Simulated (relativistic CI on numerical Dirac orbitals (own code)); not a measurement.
**What each ingredient does to the levels of La LIII**

Base calculation: Dirac-Coulomb-Breit CI, separate exchange-only KLI orbitals for each configuration, model QED (radiative potential, 1s self-energy scaled to tabulated hydrogen-like ionisation energies), unscaled Slater integrals.

Configurations in the expansion (outside the closed core 1s2): 2s²2p, 2s2p², 2p³, 2p²3s, 2p²3p, 2p²3d, 2s²3s, 2s²3p, 2s²3d, 2s2p3s, 2s2p3p, 2s2p3d, 2s²4s, 2s²4p, 2s²4d, 2s²4f. Levels of other configurations are missing.

Variants: (1) P86 correlation estimate; (2) non-relativistic limit; (3) one mean potential for all configurations. Shifts of the energy above 2s²2p ²P°1/2, in eV, for the lowest level and the first level of each name with at least 55 % of one term (blank where a level changes its place among those of its configuration and J or its character, or is not in the variant):

```csv
Level,Base,Δ(1),Δ(2),Δ(3)
2s²2p ²P°1/2,0.00,0.00,0.00,0.00
2s2p² ⁴P1/2,177.66,+0.12,-86.47,+0.15
2s²2p ²P°3/2,454.74,0.00,-454.73,+0.07
2s2p² ⁴P3/2,578.11,+0.12,-486.92,+0.15
2s2p² ²D5/2,611.97,+0.12,,+0.15
2s2p² ²P1/2,665.49,+0.12,,+0.15
2s2p² ²D3/2,666.04,+0.12,-499.53,+0.15
2s2p² ⁴P5/2,1051.29,+0.12,,+0.15
2s2p² ²S1/2,1130.79,+0.12,,+0.14
2s2p² ²P3/2,1131.98,+0.12,-907.98,+0.15
2p³ ²D°5/2,1295.93,+0.12,-960.07,+0.34
2p³ ²P°1/2,1337.24,+0.12,-959.24,+0.35
2s²3s ²S1/2,5848.87,+1.19,-343.52,+0.11
2s²3p ²P°1/2,5909.98,+1.33,-353.28,+0.13
```

At this charge energies of transitions that change n are usually good to better than 1 %, and those within a shell (Δn = 0) to a few per cent.

Ionisation energy from the two ground configurations alone: base 10426 eV. The NIST ASD value (theoretical) is 10426 eV.

LS names give the leading component of a level, which can be under half, so a name can repeat, a term be missing and a line seem to break the LS rules.
